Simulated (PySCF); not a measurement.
HFPbS, SMILES [SH][Pb][F] (PBE0/def2-SVP optimised geometry):

```
4

Pb    -0.232    -1.268     0.000
F      1.825    -1.268     0.000
S     -0.475     1.268     0.000
H     -1.825     1.178     0.001
```

Method: PBE0/def2-TZVP, def2 effective core potentials past Kr (PySCF).

### Question
What are the frontier orbital energies and the dipole moment?

### Answer
HOMO-2 -9.91 eV, HOMO-1 -7.56 eV, HOMO -7.43 eV, LUMO -2.69 eV, LUMO+1 -0.89 eV; dipole moment 4.77 D.

On the same geometry PBE/def2-TZVP, def2 effective core potentials past Kr (PySCF) gives HOMO-2 -8.08 eV, HOMO-1 -6.49 eV, HOMO -6.31 eV, LUMO -3.31 eV, LUMO+1 -1.57 eV; dipole moment 4.41 D.
